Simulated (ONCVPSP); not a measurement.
**Al: ONCV pseudisation with BLYP, scalar-relativistic reference atom.**

ONCVPSP 4.0.1 was run on this input:

```
# ATOM AND REFERENCE CONFIGURATION
# atsym  z   nc   nv     iexc    psfile
  Al 13.00    3    2  -106131      upf
#
#   n    l    f
    1    0    2.00
    2    0    2.00
    2    1    6.00
    3    0    2.00
    3    1    1.00
#
# PSEUDOPOTENTIAL AND OPTIMIZATION
# lmax
    2
#
#   l,   rc,      ep,       ncon, nbas, qcut
    0    2.05    0.00    4    9    2.70
    1    1.75    0.00    3    7    5.30
    2    2.15    0.24    5    8    4.00
#
# LOCAL POTENTIAL
# lloc, lpopt,  rc(5),   dvloc0
    4    4    1.60    1.00
#
# VANDERBILT-KLEINMAN-BYLANDER PROJECTORs
# l, nproj, debl
    0    1    2.40
    1    2    0.80
    2    2    1.80
#
# MODEL CORE CHARGE
# icmod, fcfact, rcfact
    1    0.40    0.00
#
# LOG DERIVATIVE ANALYSIS
# epsh1, epsh2, depsh
   -2.00    5.00    0.02
#
# OUTPUT GRID
# rlmax, drl
    6.00    0.01
#
# TEST CONFIGURATIONS
# ncnf
    4
# nvcnf
#   n    l    f
    2
    3    0    2.00
    3    1    0.00
#
    2
    3    0    1.00
    3    1    0.00
#
    2
    3    0    2.00
    3    1    0.50
#
    2
    3    0    1.00
    3    1    2.00
#
```

Command:

```bash
oncvpsp.x < Al.dat > Al.out
```

Output (shortened: citation, most of the input echo, consistency checks and plot data are left out):

```
ONCVPSP  (Optimized Norm-Conservinng Vanderbilt PSeudopotential)
scalar-relativistic version 4.0.1

#   n    l    f        energy (Ha)
    1    0    2.00    -5.5576224E+01
    2    0    2.00    -3.9666693E+00
    2    1    6.00    -2.5582208E+00
    3    0    2.00    -2.8042332E-01
    3    1    1.00    -9.4202900E-02

Reference configufation results
  iterations    29
  all-electron total energy (Ha)   -2.42835584D+02

Begin loop to  construct optimized pseudo wave functions
and semi-local pseudopoentials for all angular momenta

Calculating optimized projector #   1

 for l=   0

    Fraction of norm inside rc  0.357247
    Optimizing pswf for qcut=   2.71 a_B^-1,  ecut=   3.67 Ha
    Residual kinetic energy error=  4.04D-03 Ha

    Energy error per electron        Cutoff
         Ha          eV             Ha
         0.01000     0.27211        2.68
         0.00100     0.02721        9.83
         0.00010     0.00272       50.66
         0.00001     0.00027       59.06

   Wellstate for l =  1  n =  4
     eigenvalue =   0.7058
     asymptotic potential =   1.2058
     half-point radius =  4.5933

Calculating optimized projector #   1

 for l=   1

    Fraction of norm inside rc  0.094760
    Optimizing pswf for qcut=   5.31 a_B^-1,  ecut=  14.11 Ha
    Residual kinetic energy error=  1.99D-05 Ha

    Energy error per electron        Cutoff
         Ha          eV             Ha
         0.01000     0.27211        1.30
         0.00100     0.02721        2.15
         0.00010     0.00272        8.86
         0.00001     0.00027       32.17

Calculating optimized projector #   2

 for l=   1

    Fraction of norm inside rc  0.161053
    Optimizing pswf for qcut=   5.31 a_B^-1,  ecut=  14.11 Ha
    Residual kinetic energy error=  2.22D-03 Ha

    Energy error per electron        Cutoff
         Ha          eV             Ha
         0.01000     0.27211        2.80
         0.00100     0.02721       23.86
         0.00010     0.00272       72.09
         0.00001     0.00027      127.85

   Wellstate for l =  2  n =  3
     eigenvalue =   0.2400
     asymptotic potential =   0.7400
     half-point radius =  5.1420

   Wellstate for l =  2  n =  5
     eigenvalue =   2.0400
     asymptotic potential =   2.5400
     half-point radius =  4.4199

Calculating optimized projector #   1

 for l=   2

    Fraction of norm inside rc  0.171461
    Optimizing pswf for qcut=   4.00 a_B^-1,  ecut=   7.99 Ha
    Residual kinetic energy error=  1.47D-03 Ha

    Energy error per electron        Cutoff
         Ha          eV             Ha
         0.01000     0.27211        4.51
         0.00100     0.02721        8.87
         0.00010     0.00272       36.62
         0.00001     0.00027       45.99

Calculating optimized projector #   2

 for l=   2

    Fraction of norm inside rc  0.186858
    Optimizing pswf for qcut=   4.00 a_B^-1,  ecut=   7.99 Ha
    Residual kinetic energy error=  4.21D-02 Ha

    Energy error per electron        Cutoff
         Ha          eV             Ha
         0.01000     0.27211       10.72
         0.00100     0.02721       21.77
         0.00010     0.00272       45.68
         0.00001     0.00027       55.89

Construct Vanderbilt / Kleinmman-Bylander projectors

B matrix Hermiticity error, ll=   1
   1   2    1.6348E-05

  Orthonormal projector coefficients  2.9341E+01  5.4815E-01

B matrix Hermiticity error, ll=   2
   1   2   -2.7867E-05

  Orthonormal projector coefficients -3.0853E+00 -1.2229E+00

Model core correction analysis
  based on d2Exc/dn_idn_j

d2excae - all-electron derivatives

   -1.301061D-02   -5.639913D-03
   -6.301888D-03   -2.802018D-03

d2excps - pseudofunction derivatives with no core correction

   -1.912632D-02   -7.860518D-03
   -8.787928D-03   -3.796881D-03

rms 2nd derivative error    3.517925E-03

Polynomial model core charge

d2excps - pseudofunction derivatives with core correction

   -1.349193D-02   -5.997767D-03
   -6.659789D-03   -2.997200D-03

rms 2nd derivative error    3.626017E-04

Pseudoatom total energy   -1.967629

Diagnostic tests using Vanderbilt-Kleinman-Bylander pseudopotentials
  1 or more projectors used as specified by nproj input data

   l    rcore       rmatch      e in        delta e   norm test  slope test

   0   2.0575555   2.1200274  -0.2804233  -0.0000010   0.9999999   1.0000370

   1   1.7506772   1.8038316  -0.0942029  -0.0000112   0.9998853   1.0000808
   1   1.7506772   1.8038316   0.7057971   0.0004247   0.9998079   0.9998079

   2   2.1584173   2.2239515   0.2400000   0.0000032   1.0000177   1.0000177
   2   2.1584173   2.2239515   2.0400000   0.0000031   1.0000982   1.0000982

 Testing for bound ghosts
   n   l    E NL Schr. Eq   E Basis Diag.   E Cutoff

   1   0       -0.280424       -0.275513     61.56

   2   1       -0.094214       -0.040533     71.61

 Testing for highly-localized positive-energy ghosts
       l    <radius>/rc     E Basis Diag.   E Cutoff

       1        0.962397       18.583972     71.61  WARNING - GHOST(+)

       1        0.937052       49.799975     71.61  WARNING - GHOST(+)

Test configuration 0

   n   l     f        eae           eps        diff
   1   0  2.0000  -55.57622378
   2   0  2.0000   -3.96666930
   2   1  6.0000   -2.55822080
   3   0  2.0000   -0.28042332   -0.28042428   -9.51D-07
   3   1  1.0000   -0.09420290   -0.09421414   -1.12D-05

    Total energies and differences
      AE_ref= -2.42835584D+02  AE_tst= -2.42835584D+02  dif=  0.00D+00
      PS_ref= -1.96762885D+00  PS_tst= -1.96762885D+00  dif= -4.44D-16
      PSP excitation error=  4.44D-16

Test configuration 1

   n   l     f        eae           eps        diff
   1   0  2.0000  -55.88869007
   2   0  2.0000   -4.27336485
   2   1  6.0000   -2.86530731
   3   0  2.0000   -0.54095906   -0.54040751    5.52D-04

    Total energies and differences
      AE_ref= -2.42835584D+02  AE_tst= -2.42628799D+02  dif=  2.07D-01
      PS_ref= -1.96762885D+00  PS_tst= -1.76094470D+00  dif=  2.07D-01
      PSP excitation error=  1.01D-04

Test configuration 2

   n   l     f        eae           eps        diff
   1   0  2.0000  -56.35509083
   2   0  2.0000   -4.72514014
   2   1  6.0000   -3.31715001
   3   0  1.0000   -0.87623424   -0.87546622    7.68D-04

    Total energies and differences
      AE_ref= -2.42835584D+02  AE_tst= -2.41922654D+02  dif=  9.13D-01
      PS_ref= -1.96762885D+00  PS_tst= -1.05557227D+00  dif=  9.12D-01
      PSP excitation error=  8.73D-04

Test configuration 3

   n   l     f        eae           eps        diff
   1   0  2.0000  -55.71914997
   2   0  2.0000   -4.10759565
   2   1  6.0000   -2.69930096
   3   0  2.0000   -0.40325608   -0.40309092    1.65D-04
   3   1  0.5000   -0.20439689   -0.20432407    7.28D-05

    Total energies and differences
      AE_ref= -2.42835584D+02  AE_tst= -2.42761630D+02  dif=  7.40D-02
      PS_ref= -1.96762885D+00  PS_tst= -1.89368126D+00  dif=  7.39D-02
      PSP excitation error=  6.17D-06

Test configuration 4

   n   l     f        eae           eps        diff
   1   0  2.0000  -55.64348165
   2   0  2.0000   -4.03216967
   2   1  6.0000   -2.62328559
   3   0  1.0000   -0.31140381   -0.31167254   -2.69D-04
   3   1  2.0000   -0.11663718   -0.11657318    6.40D-05

    Total energies and differences
      AE_ref= -2.42835584D+02  AE_tst= -2.42644938D+02  dif=  1.91D-01
      PS_ref= -1.96762885D+00  PS_tst= -1.77683891D+00  dif=  1.91D-01
      PSP excitation error= -1.44D-04
```

The run took about 2.7 s on one core of a shared server CPU.
